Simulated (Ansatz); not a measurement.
Molecule: CaF2 (charge 0, singlet). 
Geometry from a B3LYP-D3(BJ)/def2-TZVP (Ansatz, an electronic-structure program) optimisation:
SMILES: [F][Ca][F]
```xyz
3

Ca     0.1079     0.1864     0.1914
F     -0.3681     1.2191    -1.4614
F      0.1283    -1.6332     1.0361
```

Basis-set convergence of Hartree-Fock and CCSD(T) correlation energies (hartree) with Ansatz. Correlated levels leave the core frozen unless marked. No spin-orbit coupling. Frozen are the shells of the preceding noble gas and the d and f shells that filled before the atom's block. The outer core of K, Ca and their heavier congeners is not correlated, a term that matters for these elements. No relativistic terms.

| basis | functions | E(HF) | E(corr, CCSD(T)) |
|---|---|---|---|
| def2-SVPD | 73 | -875.55827 | -0.44537 |
| def2-TZVPPD | 116 | -875.87239 | -0.56854 |
| def2-QZVPPD | 202 | -875.89688 | -0.61754 |

Extrapolating the two largest sets (X = 3 and 4) as X^-3: E(corr) = (64·(-0.61754) - 27·(-0.56854))/37 = -0.6533 Eh, an estimate of the basis-set limit. The largest set recovers 94.5 % of it, the smallest 68.2 %.
